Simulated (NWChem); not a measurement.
System: CH4O2Si; SMILES O=C[SiH2]O

Output (shortened):

```
             Northwest Computational Chemistry Package (NWChem) 7.3.0
             --------------------------------------------------------

 CS  symmetry detected

                             Geometry "geometry" -> ""
                             -------------------------

 Output coordinates in angstroms (scale by  1.889725989 to convert to a.u.)

  No.       Tag          Charge          X              Y              Z
 ---- ---------------- ---------- -------------- -------------- --------------
    1 O                    8.0000    -0.55255143     1.70915689     0.00000000
    2 C                    6.0000     0.54145124     1.16288168     0.00000000
    3 Si                  14.0000     0.53637044    -0.77033398     0.00000000
    4 O                    8.0000    -1.08579452    -1.10500090     0.00000000
    5 H                    1.0000     1.46203805     1.79130591     0.00000000
    6 H                    1.0000     1.23576895    -1.27558003    -1.21064900
    7 H                    1.0000     1.23576895    -1.27558003     1.21064900
    8 H                    1.0000    -1.58470196    -0.26600812     0.00000000

 Effective nuclear repulsion energy (a.u.)     160.7599549724

      Symmetry information
      --------------------

 Group name             Cs
 Group number              2
 Group order               2
 No. of unique centers     7

                                 NWChem DFT Module
                                 -----------------

 Summary of "ao basis" -> "ao basis" (spherical)
 ------------------------------------------------------------------------------
       Tag                 Description            Shells   Functions and Types
 ---------------- ------------------------------  ------  ---------------------
 O                          def2-svp                 6       14   3s2p1d
 C                          def2-svp                 6       14   3s2p1d
 Si                         def2-svp                 8       18   4s3p1d
 H                          def2-svp                 3        5   2s1p

      Symmetry analysis of basis
      --------------------------

        a'         56
        a"         24

            General Information
            -------------------
          SCF calculation type: DFT
          Wavefunction type:  closed shell.
          No. of atoms     :     8
          No. of electrons :    40
           Alpha electrons :    20
            Beta electrons :    20
          Charge           :     0
          Spin multiplicity:     1
          Use of symmetry is: on ; symmetry adaption is: on
          Maximum number of iterations: 150
          AO basis - number of functions:    80
                     number of shells:    38
          Convergence on energy requested:  1.00D-06
          Convergence on density requested:  1.00D-05
          Convergence on gradient requested:  5.00D-04

              XC Information
              --------------
                         B3LYP Method XC Potential
                     Hartree-Fock (Exact) Exchange  0.200
                        Slater Exchange Functional  0.800 local
                    Becke 1988 Exchange Functional  0.720 non-local
              Lee-Yang-Parr Correlation Functional  0.810
                  VWN I RPA Correlation Functional  0.190 local

             Grid Information
             ----------------
          Grid used for XC integration:  medium
          Radial quadrature: Mura-Knowles
          Angular quadrature: Lebedev.
          Tag              B.-S. Rad. Rad. Pts. Rad. Cut. Ang. Pts.
          ---              ---------- --------- --------- ---------
          O                   0.60       49          10.0       434
          C                   0.70       49           8.0       434
          Si                  1.10       88           9.0       590
          H                   0.35       45          10.0       434
          Grid pruning is: on
          Number of quadrature shells:   370
          Spatial weights used:  Erf1

      Superposition of Atomic Density Guess
      -------------------------------------

 Sum of atomic energies:        -477.74277864

      Non-variational initial energy
      ------------------------------

 Total energy =    -479.082376
 1-e energy   =    -978.373951
 2-e energy   =     338.531620
 HOMO         =      -0.277939
 LUMO         =      -0.057396

      Symmetry analysis of molecular orbitals - initial
      -------------------------------------------------

  Numbering of irreducible representations:

     1 a'          2 a"

  Orbital symmetries:

     1 a'          2 a'          3 a'          4 a'          5 a'
     6 a'          7 a"          8 a'          9 a'         10 a'
    11 a'         12 a'         13 a'         14 a'         15 a"
    16 a'         17 a"         18 a'         19 a"         20 a'
    21 a"         22 a'         23 a'         24 a'         25 a'
    26 a"         27 a'         28 a'         29 a'         30 a"

   convergence    iter        energy       DeltaE   RMS-Dens  Diis-err
 ---------------- ----- ----------------- --------- --------- ---------
 d= 0,ls=0.0,diis     1   -480.1127167757 -6.41D+02  2.32D-02  1.06D+00
 d= 0,ls=0.0,diis     2   -479.7169648925  3.96D-01  1.55D-02  5.10D+00
 d= 0,ls=0.0,diis     3   -480.2392170373 -5.22D-01  2.64D-03  5.07D-02
 d= 0,ls=0.0,diis     4   -480.2406986664 -1.48D-03  1.41D-03  3.62D-02
 d= 0,ls=0.0,diis     5   -480.2440997693 -3.40D-03  2.49D-04  7.39D-04
  Resetting Diis
 d= 0,ls=0.0,diis     6   -480.2441669453 -6.72D-05  7.08D-05  4.69D-05
 d= 0,ls=0.0,diis     7   -480.2441731008 -6.16D-06  3.27D-05  1.72D-06
 d= 0,ls=0.0,diis     8   -480.2441727077  3.93D-07  1.74D-05  5.86D-06
 d= 0,ls=0.0,diis     9   -480.2441732994 -5.92D-07  3.35D-06  2.01D-07

         Total DFT energy =     -480.244173299376
      One electron energy =     -981.148781147767
           Coulomb energy =      385.171698204774
    Exchange-Corr. energy =      -45.027045328788
 Nuclear repulsion energy =      160.759954972405

 Numeric. integr. density =       40.000004844434

                  Occupations of the irreducible representations
                  ----------------------------------------------

                     irrep           alpha         beta
                     --------     --------     --------
                     a'               16.0         16.0
                     a"                4.0          4.0

                       DFT Final Molecular Orbital Analysis
                       ------------------------------------

 Vector   18  Occ=2.000000D+00  E=-3.652427D-01  Symmetry=a'
              MO Center= -9.4D-01, -8.1D-01, -1.7D-16, r^2= 1.7D+00
   Bfn.  Coefficient  Atom+Function         Bfn.  Coefficient  Atom+Function
  ----- ------------  ---------------      ----- ------------  ---------------
    51      0.451569  4 O  py                50      0.309381  4 O  px
    54      0.307627  4 O  py                53      0.205903  4 O  px
    49     -0.180172  4 O  s                 19      0.162029  2 C  py
     5      0.151376  1 O  py                48     -0.151329  4 O  s
    31      0.139682  3 Si s                 36     -0.140218  3 Si px

 Vector   19  Occ=2.000000D+00  E=-3.126906D-01  Symmetry=a"
              MO Center= -2.4D-01, -1.1D+00, -2.5D-15, r^2= 2.4D+00
   Bfn.  Coefficient  Atom+Function         Bfn.  Coefficient  Atom+Function
  ----- ------------  ---------------      ----- ------------  ---------------
    52      0.514785  4 O  pz                55      0.383133  4 O  pz
    67      0.228348  6 H  s                 72     -0.228348  7 H  s
    66      0.223810  6 H  s                 71     -0.223810  7 H  s
    38     -0.135198  3 Si pz                45      0.107642  3 Si d  1
    35      0.067084  3 Si pz                41      0.062306  3 Si pz

 Vector   20  Occ=2.000000D+00  E=-2.616603D-01  Symmetry=a'
              MO Center=  7.3D-02,  1.2D+00, -2.3D-15, r^2= 2.3D+00
   Bfn.  Coefficient  Atom+Function         Bfn.  Coefficient  Atom+Function
  ----- ------------  ---------------      ----- ------------  ---------------
     5      0.478563  1 O  py                 8      0.368452  1 O  py
    61     -0.260213  5 H  s                 19     -0.237730  2 C  py
    62     -0.227825  5 H  s                 37      0.226413  3 Si py
     4      0.190881  1 O  px                40      0.159609  3 Si py
    31      0.146374  3 Si s                  7      0.141422  1 O  px

 Vector   21  Occ=0.000000D+00  E=-7.103192D-02  Symmetry=a"
              MO Center=  2.6D-01,  1.1D+00, -4.2D-16, r^2= 2.0D+00
   Bfn.  Coefficient  Atom+Function         Bfn.  Coefficient  Atom+Function
  ----- ------------  ---------------      ----- ------------  ---------------
    23      0.503734  2 C  pz                20      0.471088  2 C  pz
     9     -0.433134  1 O  pz                 6     -0.425640  1 O  pz
    67      0.180745  6 H  s                 72     -0.180745  7 H  s
    41      0.178274  3 Si pz                43      0.103652  3 Si d -1
    66      0.093869  6 H  s                 71     -0.093869  7 H  s

 Vector   22  Occ=0.000000D+00  E= 1.248505D-02  Symmetry=a'
              MO Center=  5.1D-01, -7.6D-01, -7.7D-16, r^2= 3.8D+00
   Bfn.  Coefficient  Atom+Function         Bfn.  Coefficient  Atom+Function
  ----- ------------  ---------------      ----- ------------  ---------------
    17      0.878131  2 C  s                 39     -0.807919  3 Si px
    40     -0.703902  3 Si py                49     -0.670409  4 O  s
    77      0.309910  8 H  s                 62     -0.272924  5 H  s
     3     -0.253887  1 O  s                 32     -0.237007  3 Si s
    31      0.173833  3 Si s                 36     -0.162134  3 Si px

 Vector   23  Occ=0.000000D+00  E= 5.175246D-02  Symmetry=a'
              MO Center=  7.0D-01, -5.8D-01, -1.8D-14, r^2= 4.3D+00
   Bfn.  Coefficient  Atom+Function         Bfn.  Coefficient  Atom+Function
  ----- ------------  ---------------      ----- ------------  ---------------
    40      1.221718  3 Si py                17     -0.998862  2 C  s
    39     -0.944673  3 Si px                67      0.714311  6 H  s
    72      0.714311  7 H  s                 62      0.543672  5 H  s
    22      0.372218  2 C  py                31     -0.317348  3 Si s
    77     -0.248617  8 H  s                 49     -0.214445  4 O  s

     Multipole analysis of the density
     ---------------------------------

     L   x y z        total         alpha         beta         nuclear
     -   - - -        -----         -----         ----         -------
     0   0 0 0      0.000000    -20.000000    -20.000000     40.000000

     1   1 0 0      0.722279      0.361140      0.361140      0.000000
     1   0 1 0      0.126282      0.063141      0.063141      0.000000
     1   0 0 1     -0.000000     -0.000000     -0.000000      0.000000

     2   2 0 0    -22.271363    -56.423758    -56.423758     90.576154
     2   1 1 0      0.495278      0.382639      0.382639     -0.270000
     2   1 0 1     -0.000000     -0.000000     -0.000000      0.000000
     2   0 2 0    -26.401379   -113.357018   -113.357018    200.312657
     2   0 1 1     -0.000000     -0.000000     -0.000000      0.000000
     2   0 0 2    -23.092761    -16.780386    -16.780386     10.468011

                                 NWChem DFT Module
                                 -----------------

      Symmetry analysis of basis
      --------------------------

        a'         56
        a"         24

            General Information
            -------------------
          SCF calculation type: DFT
          Wavefunction type:  spin polarized.
          No. of atoms     :     8
          No. of electrons :    39
           Alpha electrons :    20
            Beta electrons :    19
          Charge           :     1
          Spin multiplicity:     2
          Use of symmetry is: on ; symmetry adaption is: on
          Maximum number of iterations: 150
          AO basis - number of functions:    80
                     number of shells:    38
          Convergence on energy requested:  1.00D-06
          Convergence on density requested:  1.00D-05
          Convergence on gradient requested:  5.00D-04

              XC Information
              --------------
                         B3LYP Method XC Potential
                     Hartree-Fock (Exact) Exchange  0.200
                        Slater Exchange Functional  0.800 local
                    Becke 1988 Exchange Functional  0.720 non-local
              Lee-Yang-Parr Correlation Functional  0.810
                  VWN I RPA Correlation Functional  0.190 local

             Grid Information
             ----------------
          Grid used for XC integration:  medium
          Radial quadrature: Mura-Knowles
          Angular quadrature: Lebedev.
          Tag              B.-S. Rad. Rad. Pts. Rad. Cut. Ang. Pts.
          ---              ---------- --------- --------- ---------
          O                   0.60       49          10.0       434
          C                   0.70       49           8.0       434
          Si                  1.10       88           9.0       590
          H                   0.35       45          10.0       434
          Grid pruning is: on
          Number of quadrature shells:   370
          Spatial weights used:  Erf1

      Superposition of Atomic Density Guess
      -------------------------------------

 Sum of atomic energies:        -477.74277864

 Renormalizing density from      40.00 to     39

      Non-variational initial energy
      ------------------------------

 Total energy =    -471.338026
 1-e energy   =    -953.914602
 2-e energy   =     321.816621
 HOMO         =      -0.593790
 LUMO         =      -0.363020

   Symmetry analysis of molecular orbitals - initial alpha
   -------------------------------------------------------

  Numbering of irreducible representations:

     1 a'          2 a"

  Orbital symmetries:

     1 a'          2 a'          3 a'          4 a'          5 a'
     6 a'          7 a"          8 a'          9 a'         10 a'
    11 a'         12 a'         13 a'         14 a'         15 a"
    16 a'         17 a"         18 a'         19 a"         20 a'
    21 a"         22 a'         23 a'         24 a'         25 a'
    26 a"         27 a'         28 a'         29 a'         30 a"

   Symmetry analysis of molecular orbitals - initial beta
   ------------------------------------------------------

  Numbering of irreducible representations:

     1 a'          2 a"

  Orbital symmetries:

     1 a'          2 a'          3 a'          4 a'          5 a'
     6 a'          7 a"          8 a'          9 a'         10 a'
    11 a'         12 a'         13 a'         14 a'         15 a"
    16 a'         17 a"         18 a'         19 a"         20 a'
    21 a"         22 a'         23 a'         24 a'         25 a'
    26 a"         27 a'         28 a'         29 a'         30 a"

[...]
```

Level: B3LYP/def2-SVP, vertical spin-unrestricted ions. Coordinates come from a B3LYP/6-31G* (spherical d) optimisation.

Task: Write an input that gives this output.

Result: Several could match; the one computed here: the input that was run:
```
start job
memory heap 200 mb stack 900 mb global 1100 mb
geometry units angstroms noautoz
  O     -0.656557     1.654419     0.000000
  C      0.461226     1.158617     0.000000
  Si     0.544337    -0.772818     0.000000
  O     -1.060873    -1.181134     0.000000
  H      1.352188     1.828381     0.000000
  H      1.266055    -1.245634    -1.210649
  H      1.266055    -1.245634     1.210649
  H     -1.597533    -0.365773     0.000000
end
basis spherical
  * library def2-svp
end
dft
  xc b3lyp
  iterations 150
  vectors input atomic output neutral.movecs
end
task dft energy
charge 1
dft
  odft
  mult 2
  vectors input atomic output cation.movecs
end
task dft energy
```
